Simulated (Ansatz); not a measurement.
System: C4H2BrSe, net charge 0, doublet state. SMILES: Brc1[c]cc[se]1
Coordinates optimised at B3LYP-D3(BJ)/def2-TZVP (Ansatz, a quantum-chemistry and plane-wave program):
```xyz
8

Br     1.9654    -0.4495     0.2715
C      0.1080    -0.4838     0.0149
C     -0.7117    -1.5266    -0.0984
C     -2.0990    -1.3315    -0.2900
C     -2.4292    -0.0122    -0.3356
Se    -0.9344     1.1052    -0.1290
H     -2.8157    -2.1336    -0.3891
H     -3.4109     0.4135    -0.4712
```
Charge 0, spin multiplicity 2.

Quantity: atomisation energy, in kcal/mol. Conventions: UHF or UKS for open shells; six Cartesian d functions in 6-31G* and its kin unless marked 5d; dispersion terms only where a functional's name holds one; atomisation electronic, to ground-state atoms; LANL2DZ with its own core potentials from Na on; no spin-orbit coupling; non-relativistic. First-principles rows: single points at B3LYP-D3(BJ) geometries (Ansatz).

| level | program | atomisation energy (kcal/mol) |
|---|---|---|
| B3LYP/STO-3G | Ansatz | 899.1 |
| B3LYP/3-21G | Ansatz | 760.6 |
| B3LYP/LANL2DZ | Ansatz | 712.8 |
| B3LYP/6-31G | Ansatz | 742.0 |
| B3LYP/6-31G* | Ansatz | 769.1 |
| B3LYP/6-31G** | Ansatz | 771.3 |
| B3LYP/def2-SVP | Ansatz | 781.9 |
| B3LYP/6-31G* with LANL2DZ past Ar | Ansatz | 746.9 |
| B3LYP/def2-TZVPD | Ansatz | 772.4 |

No value to compare with is used here. The 8 habitual levels span 712.8 (B3LYP/LANL2DZ) to 899.1 kcal/mol (B3LYP/STO-3G); B3LYP/def2-TZVPD gives 772.4.

The sets are all those run for this method; left out are runs that failed, that the program found above a lower state of the same kind, or whose <S^2> lies over 0.5 above the pure value.
